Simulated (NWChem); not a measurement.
Species: C$_{4}$H$_{5}$F; SMILES C=C/C=C/F

```xyz
10

C     -0.2684     2.4519     0.0000
C      0.3782     1.2771     0.0000
C     -0.2761    -0.0217     0.0000
C      0.4035    -1.1716     0.0000
F     -0.2144    -2.3664     0.0000
H     -1.3546     2.5060     0.0000
H      0.2677     3.3958     0.0000
H      1.4685     1.2719     0.0000
H     -1.3634    -0.0588     0.0000
H      1.4862    -1.2654     0.0000
```
Atoms are numbered in this order, from 1.

All runs: NWChem. Pople sets run with spherical d functions. The geometry was optimised at B3LYP/6-31G* (spherical d). Level: B3LYP/6-31G* with SMD (1 M gas to 1 M solution), gas-phase geometry.

### Question
Estimate the computed values for solvent toluene. Quantities: solvation free energy (kcal/mol); cavity-dispersion-structure term (kcal/mol); dipole in solution (D).

### Answer
```
Quantity                                     Result
-------------------------------------------  ------
solvation free energy (kcal/mol)               -2.6
cavity-dispersion-structure term (kcal/mol)    -0.6
dipole in solution (D)                         1.21
```
